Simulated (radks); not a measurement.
Q: The table gives one normalised radial function P(r) = r R(r) (large component) of Zn11+ in [Ar] 4s1 (r in bohr). Method: Dirac Kohn-Sham, PBE, spin-unpolarised, spherical densities, point nucleus; computed with a radial shooting solver on a logarithmic mesh with Libxc functionals.

r	P
0.002148	0.0027
0.002422	0.0033
0.002753	0.0041
0.003104	0.0049
0.003528	0.0061
0.003977	0.0075
0.004521	0.0093
0.005097	0.0114
0.005747	0.0140
0.006531	0.0174
0.007364	0.0214
0.00837	0.0267
0.009437	0.0329
0.01073	0.0409
0.01209	0.0503
0.01374	0.0624
0.0155	0.0764
0.01747	0.0932
0.01986	0.1149
0.02239	0.1393
0.02545	0.1703
0.02869	0.2045
0.03261	0.2470
0.03677	0.2929
0.04179	0.3483
0.04712	0.4060
0.05312	0.4684
0.06038	0.5384
0.06808	0.6050
0.07737	0.6729
0.08724	0.7290
0.09915	0.7742
0.1118	0.7955
0.1271	0.7874
0.1433	0.7427
0.1615	0.6552
0.1836	0.5095
0.207	0.3226
0.2352	0.0736
0.2652	-0.1963
0.3015	-0.5047
0.3399	-0.7907
0.3863	-1.0642
0.4356	-1.2645
0.4911	-1.3877
0.5582	-1.4189
0.6293	-1.3531
0.7153	-1.1961
0.8064	-0.9932
0.9166	-0.7527
1.033	-0.5361
1.175	-0.3402
1.324	-0.2016
1.493	-0.1077
1.697	-0.0485
1.913	-0.0200
2.175	-0.0066
2.452	-0.0020
2.787	-0.0004
3.142	-0.0001
3.571	0.0000
4.026	0.0000

Which n and l does it have? It may be an empty orbital.

A: n = 3, l = 1: the number of nodes gives n - l - 1 = 1, the rise at small r points to l (for j = l - 1/2 the large component starts as r^gamma with gamma = sqrt(l^2 - (Z/c)^2) = 0.98 and the r^(l+1) term takes over further out; the orbital of l - 1 with the same j starts with the same power, but with a larger coefficient, and does not steepen), and the extent must fit the shell. The curve is that of 3p1/2; the two j differ most near the nucleus, where j = l - 1/2 has the larger amplitude, and in heavy atoms j = l - 1/2 is also the more compact. 3p1/2: eigenvalue -381.90 eV, 1 radial node at r = 0.243 bohr, <r> = 0.604 bohr, 90 % of the charge inside 0.902 bohr.
